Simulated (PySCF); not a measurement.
arsine cation (AsH3), SMILES [AsH3] (connectivity only; charge and spin as stated), charge +1, multiplicity 2.

The structure is a stationary point at B3LYP-D3(BJ)/def2-TZVPD. The multiplicity is an assumed one; other spin states were not compared.

Level of theory: PySCF with M06-2X/def2-TZVPD.

The molecule is in vacuum.

Computed frontier levels, dipole moment and polarisability:
```
Item                                                               Result
------------------------------------------------  -----------------------
α spin, highest occupied and lowest empty level       -16.46 and -5.56 eV
β spin, highest occupied and lowest empty level      -19.74 and -10.54 eV
dipole moment about the centre of nuclear charge                   0.44 D
mean static polarisability                           23.6 bohr³ (3.49 Å³)
polarisability, principal values                   20.3, 25.2, 25.2 bohr³
⟨S²⟩                                              0.753 (pure state 0.75)
```
